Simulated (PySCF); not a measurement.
Hf(Cl)4 cation (Cl₄Hf), SMILES [Cl][Hf]([Cl])([Cl])[Cl] (connectivity only; charge and spin as stated), charge +1, multiplicity 2.

Geometry: B3LYP-D3(BJ)/def2-SVP. The spin state was assumed, not searched. The isomer is the one that the SMILES or the coordinates give; other isomers of the formula were not compared. The def2 effective core potentials stand for the cores of Hf; spin–orbit coupling is left out.

Calculation: TDA-B3LYP/def2-SVPD (PySCF 2.14.0).

Vertical excitations. Isolated molecule, no solvent.

**Question.** List the lowest excited states. (An estimate is asked for; the answer gives what the named calculation found.)

**Answer.** 
```tsv
state	energy (eV)	λ (nm)	f	main pairs
root 1	0.18	7064	0.001	β HOMO−2→LUMO 44 %, β HOMO→LUMO 38 %, β HOMO−1→LUMO 15 %
root 2	0.18	7053	0.001	β HOMO−3→LUMO 45 %, β HOMO−1→LUMO 38 %, β HOMO→LUMO 15 %
root 3	0.54	2293	0.000	β HOMO−4→LUMO 99 %
root 4	0.96	1287	0.001	β HOMO−6→LUMO 98 %
root 5	1.10	1123	0.044	β HOMO→LUMO 34 %, β HOMO−3→LUMO 27 %, β HOMO−2→LUMO 18 %, β HOMO−8→LUMO 12 %
root 6	1.11	1120	0.044	β HOMO−1→LUMO 33 %, β HOMO−2→LUMO 26 %, β HOMO−3→LUMO 18 %, β HOMO−7→LUMO 12 %
root 7	1.60	773	0.015	β HOMO−7→LUMO 72 %, β HOMO−9→LUMO 14 %
root 8	1.61	772	0.019	β HOMO−8→LUMO 82 %
root 9	1.62	766	0.005	β HOMO−9→LUMO 85 %
root 10	1.70	730	0.074	β HOMO−5→LUMO 93 %
```
Unrestricted roots are not spin-pure.
